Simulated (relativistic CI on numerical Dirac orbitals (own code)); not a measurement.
## Line list: Forbidden lines, Ba XIX

Computed by Dirac-Coulomb-Breit CI, orbitals from a KLI potential per configuration, model QED, unscaled Slater integrals (own radial code, finite nucleus).

Configurations in the expansion (outside the closed core [Ar] 3d10): 4s2 4p6 4d2, 4s2 4p5 4d3, 4s2 4p6 4d 4f, 4s 4p6 4d3, 4s2 4p5 4d2 4f, 4s2 4p6 4d 5s, 4s 4p6 4d2 4f, 4s2 4p6 4d 5p, 4s2 4p6 4f 5s, 4s2 4p6 4d 5d, 4s2 4p6 5s 5p, 4s2 4p5 4d2 5s, 4s2 4p6 4d 5f, 4s2 4p5 4d2 5p, 4s2 4p6 4d 6s, 4s2 4p6 4d 5g, 4s2 4p6 4d 6p, 4s2 4p6 4d 6d, 4s 4p6 4d2 5s, 4s2 4p6 4d 7s, 4s2 4p6 4d 6g, 4s2 4p6 4f2, 4s2 4p5 4f3, 4s 4p6 4f3, 4p6 4d4, 4p5 4d5, 4p5 4d4 4f, 4s2 4p6 4f 5p, 4s2 4p5 4f2 5p, 4s 4p6 4f2 5p, 4s2 4p6 5s2, 4s2 4p5 4f 5s2, 4s 4p6 4f 5s2, 4s2 4p6 5p2, 4s2 4p5 4f 5p2, 4s 4p6 4f 5p2, 4s 4p6 4d 5s2, 4s 4p5 4d 4f 5s2, 4p6 4d 4f 5s2. Double excitations out of closed p, d and f shells are left out; levels of such configurations are missing from the list, as are those of other unlisted configurations, and high levels can miss mixing partners. These lack a partner that the ground configuration has and come out too high: 4s2 4p5 4d2 5s, 4s 4p6 4d2 5s, 4s2 4p5 4d2 5p.

```csv
λ vac (Å),Lower,Upper,Type,A (s⁻¹),log gf
81.082,4s2 4p6 4d2 3F_3 [2],4s2 4p6 4d 5s 1D_2 [143],E2,4.64e+06,-4.64
81.471,4s2 4p6 4d2 3F_3 [2],4s2 4p6 4d 5s 3D_3 [142],E2,7.26e+06,-4.30
81.655,4s2 4p6 4d2 3F_2 [1],4s2 4p6 4d 5s 3D_2 [141],E2,1.26e+07,-4.20
81.846,4s2 4p6 4d2 3F_2 [1],4s2 4p6 4d 5s 3D_1 [140],E2,1.82e+07,-4.26
82.491,4s2 4p6 4d2 3P_2 [5],4s2 4p6 4d 5s 1D_2 [143],E2,4.83e+06,-4.61
82.633,4s2 4p6 4d2 3F_4 [4],4s2 4p6 4d 5s 3D_3 [142],E2,2.07e+07,-3.83
82.893,4s2 4p6 4d2 3P_2 [5],4s2 4p6 4d 5s 3D_3 [142],E2,5.04e+06,-4.44
83.213,4s2 4p6 4d2 3P_1 [6],4s2 4p6 4d 5s 3D_3 [142],E2,4.20e+06,-4.51
83.224,4s2 4p6 4d2 3F_3 [2],4s2 4p6 4d 5s 3D_2 [141],E2,1.17e+07,-4.22
83.422,4s2 4p6 4d2 3F_3 [2],4s2 4p6 4d 5s 3D_1 [140],E2,1.07e+07,-4.48
84.060,4s2 4p6 4d2 3P_0 [3],4s2 4p6 4d 5s 3D_2 [141],E2,3.67e+06,-4.71
84.284,4s2 4p6 4d2 1G_4 [7],4s2 4p6 4d 5s 1D_2 [143],E2,2.77e+07,-3.83
84.437,4s2 4p6 4d2 3F_4 [4],4s2 4p6 4d 5s 3D_2 [141],E2,1.10e+07,-4.23
84.653,4s2 4p6 4d2 3P_2 [8],4s2 4p6 4d 5s 1D_2 [143],E2,1.52e+07,-4.09
84.704,4s2 4p6 4d2 1G_4 [7],4s2 4p6 4d 5s 3D_3 [142],E2,4.13e+06,-4.51
84.709,4s2 4p6 4d2 3P_2 [5],4s2 4p6 4d 5s 3D_2 [141],E2,5.65e+06,-4.52
84.914,4s2 4p6 4d2 3P_2 [5],4s2 4p6 4d 5s 3D_1 [140],E2,6.56e+06,-4.67
85.077,4s2 4p6 4d2 3P_2 [8],4s2 4p6 4d 5s 3D_3 [142],E2,3.63e+06,-4.56
85.250,4s2 4p6 4d2 3P_1 [6],4s2 4p6 4d 5s 3D_1 [140],E2,8.94e+06,-4.53
86.601,4s2 4p6 4d2 1G_4 [7],4s2 4p6 4d 5s 3D_2 [141],E2,3.55e+06,-4.70
89.289,4s2 4p6 4d2 1S_0 [9],4s2 4p6 4d 5s 1D_2 [143],E2,2.69e+06,-4.79
112.97,4s2 4p5 4d3 3I°_7 [38],4s2 4p5 4d2 4f 3L_9 [294],M2,4.23e+02,-7.81
114.92,4s2 4p6 4d2 1G_4 [7],4s2 4p6 4d 4f 3H°_6 [92],M2,1.99e+03,-7.29
122.10,4s2 4p5 4d3 3I°_7 [38],4s2 4p5 4d2 4f 5K_9 [221],M2,1.52e+03,-7.19
126.02,4s2 4p6 4d2 3F_4 [4],4s2 4p5 4d3 3H°_6 [55],M2,4.62e+02,-7.85
128.00,4s2 4p6 4d2 3F_4 [4],4s2 4p5 4d3 3H°_6 [49],M2,1.13e+02,-8.44
130.90,4s2 4p6 4d2 1G_4 [7],4s2 4p5 4d3 3H°_6 [55],M2,4.91e+02,-7.78
133.04,4s2 4p6 4d2 1G_4 [7],4s2 4p5 4d3 3H°_6 [49],M2,1.01e+02,-8.46
594.30,4s2 4p5 4d3 3I°_7 [38],4s2 4p5 4d3 1I°_6 [102],M1,3.67e+04,-4.60
599.23,4s2 4p5 4d3 3H°_5 [39],4s2 4p5 4d3 1I°_6 [102],M1,1.75e+03,-5.91
667.75,4s2 4p5 4d3 3H°_6 [49],4s2 4p5 4d3 1I°_6 [102],M1,1.46e+03,-5.90
727.55,4s2 4p5 4d3 3H°_6 [55],4s2 4p5 4d3 1I°_6 [102],M1,1.40e+04,-4.84
729.56,4s2 4p5 4d3 3I°_7 [38],4s2 4p6 4d 4f 3H°_6 [92],M1,4.98e+02,-6.29
988.29,4s2 4p5 4d3 3G°_5 [68],4s2 4p5 4d3 1I°_6 [102],M1,2.46e+03,-5.33
1140.9,4s2 4p6 4d2 3P_1 [6],4s2 4p6 4d2 1S_0 [9],M1,2.91e+03,-6.25
1922.2,4s2 4p6 4d2 3F_3 [2],4s2 4p6 4d2 3P_2 [8],M1,1.45e+02,-6.39
2107.4,4s2 4p5 4d3 3G°_5 [31],4s2 4p5 4d3 3H°_6 [55],M1,2.13e+02,-5.74
2134.5,4s2 4p6 4d2 3F_3 [2],4s2 4p6 4d2 1G_4 [7],M1,3.64e+02,-5.65
2264.8,4s2 4p6 4d2 3F_2 [1],4s2 4p6 4d2 3P_2 [5],M1,2.21e+02,-6.07
3083.4,4s2 4p5 4d3 3I°_6 [33],4s2 4p5 4d3 3H°_6 [49],M1,2.57e+02,-5.32
3229.8,4s2 4p6 4d2 3P_2 [5],4s2 4p6 4d2 3P_2 [8],M1,3.36e+02,-5.58
3330.2,4s2 4p5 4d3 5G°_6 [21],4s2 4p5 4d3 3I°_6 [33],M1,2.30e+02,-5.30
3379.7,4s2 4p6 4d2 3F_4 [4],4s2 4p6 4d2 1G_4 [7],M1,1.26e+02,-5.71
4330.6,4s2 4p6 4d2 3F_2 [1],4s2 4p6 4d2 3F_3 [2],M1,2.78e+02,-5.26
5793.2,4s2 4p6 4d2 3F_3 [2],4s2 4p6 4d2 3F_4 [4],M1,8.57e+01,-5.41
```

Terms are leading LS components. Brackets give the number of a level in order of energy, since labels repeat. The list gives strong lines, with weight on those to low levels, among the lowest 400 of 4994 levels, so that lines to higher ones, which can be the strongest, are missing. Levels whose partners in the same complex of configurations lie outside the list can be far off, and so can their lines. Rates are taken at the computed energies, electric ones in the length gauge.

At this charge energies of transitions that change n are usually good to better than 1 %, and those within a shell (Δn = 0) to a few per cent. Terms inside the open d or f shell come out 10 to 20 % too wide with unscaled integrals.

LS names give the leading component of a level, which can be under half, so a name can repeat, a term be missing and a line seem to break the LS rules.
